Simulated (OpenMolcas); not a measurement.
# Ti2+: ligand-field states by method

Ti2+ with its 6 nearest fluoride ions at 2.203 Å, on the Ca site of CsCaF3 (a = 4.526 Å, distance in the model lattice 2.263 Å). The rest of the host is ab initio model potentials to 7.6 Å, with orthogonalisation functions on the cations behind the ligands, and point charges beyond; the distance is set by hand and nothing relaxes. Ligand basis ANO-RCC-VDZP.
```
Ti    0.0000    0.0000    0.0000
F     2.2030    0.0000    0.0000
F     0.0000    2.2030    0.0000
F    -2.2030    0.0000    0.0000
F     0.0000   -2.2030    0.0000
F     0.0000    0.0000    2.2030
F     0.0000    0.0000   -2.2030
```

```yaml
Program: OpenMolcas 26.06
Basis: ANO-RCC-VTZP [6s5p3d2f1g]
Scalar_Hamiltonian: DKH2, point nucleus
Active_space: 2 electrons in 5 orbitals (3d)
State_averaging: 2S+1 = 3 even, 10 roots; 2S+1 = 1 even, 15 roots
Spin-orbit_coupling: state interaction with AMFI integrals over the reference wave functions
```

I. CASSCF
II. SS-CASPT2, IPEA 0.25 Eh, imaginary shift 0.1 Eh (closed shells correlated: 3s 3p and the ligand valence shells)

Spin-free states (labels of O, the rotations of Oh) in cm-1, each column counted from its own energy of the first state listed:

| State | Degeneracy | I | II |
| --- | --- | --- | --- |
| 3T1 | 3 | 0 | 0 |
| 3T2 | 3 | 8895 | 9880 |
| 1T2 | 3 | 12026 | 9100 |
| 1E | 2 | 12310 | 9790 |
| 3A2 | 1 | 19251 | 20880 |
| 3T1 | 3 | 20895 | 19120 |
| 1T2 | 3 | 23339 | 21120 |
| 1A1 | 1 | 23448 | 18870 |
| 1T1 | 3 | 25832 | 23800 |
| 1E | 2 | 33781 | 32270 |
| 1A1 | 1 | 53344 | 46000 |

From I to II, I's first state of the same spin (3T2) moves from 8895 to 9880 cm-1, by about +990 cm-1.

From I to II, I's first state of another spin (1T2) moves from 12026 to 9100 cm-1, by about -2900 cm-1.

I: A least-squares ligand-field fit to the states below 45000 cm-1, each weighted by its degeneracy and with a free common offset, gives 10Dq = 10501 cm-1, B = 869 cm-1 and C = 3225 cm-1 (C/B = 3.71), with an rms deviation of 179 cm-1. The same method and metal basis give the free ion B = 891 cm-1 (fit to its terms below 60000 cm-1, rms deviation 68 cm-1), so the nephelauxetic ratio is β = 869 / 891 = 0.98; it hangs on how both fits weigh the states, and computed free-ion B values tend to be too large, so β mixes covalency with correlation.

II: A least-squares ligand-field fit to the states below 45000 cm-1, each weighted by its degeneracy and with a free common offset, gives 10Dq = 11372 cm-1, B = 695 cm-1 and C = 2510 cm-1 (C/B = 3.61), with an rms deviation of 292 cm-1. The same method and metal basis give the free ion B = 791 cm-1 (fit to its terms below 60000 cm-1, rms deviation 557 cm-1), so the nephelauxetic ratio is β = 695 / 791 = 0.88; it hangs on how both fits weigh the states, and computed free-ion B values tend to be too large, so β mixes covalency with correlation.

From I to II, 10Dq changes by +8 %, B by -20 % and C by -22 %.

χT at 300 K: I 1.10, II 1.10 cm3 K/mol.

Roots that are degenerate in the reference are averaged as groups; the widest CASPT2 spread within a group is 25 cm-1 (the 3-fold group of multiplicity 1 near 23800 cm-1 above the lowest state of its run, II). Shifts and gaps below about the spread of the groups concerned are not significant. Over all roots computed the reference weight is 0.73 to 0.74 in II; a low but even weight reflects the number of correlated electrons. An orbital triplet at a regular site is open to Jahn-Teller coupling, which can distort the site and quench the lowest spin-orbit gaps and is left out. Ligand-to-metal charge-transfer states are missing. With no ligand orbital active B as a rule stays too high, so bands that hang on it stand too high and its fall with covalency is understated. Without dynamic correlation the repulsion within the d shell is too large (B by tens of per cent), so at a given field states of lower spin stand too high (holds for I). With metal d orbitals alone and no dynamic correlation 10Dq can be off by a tenth to a fifth, either way, in oxide and fluoride hosts (holds for I). With one d shell and no ligand orbital active, 10Dq can be off by tens of per cent for divalent 3d ions, low with halides held by bare charges and at times high in hosts (holds for II). Free-ion shares, where given, are those of the reference states; single-state CASPT2 does not remix them (holds for II). No measured value stands beside these numbers; the geometry was set by hand and not optimised.
